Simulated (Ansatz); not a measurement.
Molecule: sum formula Si$_{3}$H$_{5}$F$_{2}$, net charge 0, doublet state. It need not be the lowest isomer of its formula. SMILES: F[Si](F)([SiH2])[SiH3]
Geometry from a B3LYP-D3(BJ)/def2-TZVP (Ansatz, an electronic-structure program) optimisation:
```xyz
10

F     -0.0130     1.2883    -1.3551
Si     0.0711     0.3914    -0.0261
F      0.2872     1.4042     1.2009
Si     1.9683    -0.9611    -0.1876
Si    -1.9934    -0.6999     0.2659
H      2.2087    -1.7570     1.0432
H      1.9259    -1.8661    -1.3646
H     -3.1080     0.2734     0.3527
H     -2.2106    -1.6088    -0.8842
H     -1.9292    -1.5003     1.5113
```
Charge 0, spin multiplicity 2.

Quantity: atomisation energy (electronic, to ground-state atoms), in kcal/mol. Cores are frozen in the correlated levels unless marked. UHF or UKS for open shells. Spin-orbit coupling is left out. No relativistic terms. The coupled-cluster limit lacks core correlation, which all-electron functionals hold. CBS marks a two-point X^-3 extrapolation of the correlation energy; Hartree-Fock from the larger set.

```
level                                        program  atomisation energy (kcal/mol)
------------------------------------  --------------  -----------------------------
BLYP/def2-TZVPD                               Ansatz                          748.6
revPBE-D4/def2-TZVPD                  Ansatz + dftd4                          752.3
revPBE/def2-TZVPD                             Ansatz                          736.8
r2SCAN/def2-TZVPD                             Ansatz                          770.5
BHLYP-D3(BJ)/def2-TZVPD               Ansatz + dftd3                          751.5
r2SCANh-D4/def2-TZVPD                 Ansatz + dftd4                          767.0
HSE06-D4/def2-TZVPD                   Ansatz + dftd4                          758.8
CAM-B3LYP/def2-TZVPD                          Ansatz                              ?
B2GP-PLYP-D3(BJ)/def2-TZVPD           Ansatz + dftd3                          759.6
B2GP-PLYP-D4/def2-TZVPD               Ansatz + dftd4                          756.2
RPA@PBE/cc-pV(T+d)Z                           Ansatz                          705.7
SCS-MP2/6-31G*                                Ansatz                          688.0
SCS-MP2/cc-pV(D+d)Z                           Ansatz                          698.3
CCSD/6-31G*                                   Ansatz                          680.9
CCSD(T)/CBS(cc-pV(T+d)Z,cc-pV(Q+d)Z)          Ansatz                              ?
```

### Question
Fill in the missing entries.

### Answer

- CAM-B3LYP/def2-TZVPD, atomisation energy (kcal/mol): 765.1
- CCSD(T)/CBS(cc-pV(T+d)Z,cc-pV(Q+d)Z), atomisation energy (kcal/mol): 772.8
